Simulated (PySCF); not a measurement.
A GIAO shielding run with PySCF 2.14.0 with density-fitted response routines (density fitting, non-relativistic, gas phase) on SMILES CN([SiH3])C[SiH2]C(F)(F)F, C$_{3}$H$_{10}$F$_{3}$NSi$_{2}$:

```
$ OMP_NUM_THREADS=1 python probes_run.py task.json out

{"job": {"kind": "nmr", "xc": "PBE0", "basis": "pcSseg-1"}, "charge": 0, "multiplicity": 1}
C     -1.341092     1.125778     1.307358
N     -1.233193    -0.129547     0.613659
Si    -2.477143    -0.671543    -0.447155
C      0.130882    -0.571058     0.447710
Si     1.222932     0.507360    -0.692357
C      2.952114    -0.387538    -0.669086
F      2.879093    -1.686083    -1.029050
F      3.844890     0.178640    -1.504428
F      3.525267    -0.374046     0.553348
H     -0.964231     1.963587     0.707545
H     -2.382892     1.317431     1.550722
H     -0.766853     1.088418     2.236538
H     -3.721788    -0.360292     0.251141
H     -2.478385    -0.026440    -1.772322
H     -2.242998    -2.104954    -0.604424
H      0.108127    -1.591659     0.054397
H      0.599355    -0.628624     1.442319
H      0.810225     0.510225    -2.094068
H      1.525888     1.849595    -0.194504
```

Hardware: 1 thread of an Intel Xeon, shared host. The job also computes population analyses, field gradients.

Question: How large is the calculation?

Answer: 90 electrons, 217 basis functions and 1170 auxiliary functions.

Question: How long does it take, and how much memory does it need?

Answer: 2.2 min of wall time, with 14 SCF cycles and 4 response iterations; peak memory 0.96 GiB. Times on a shared host scatter by some tens of per cent.
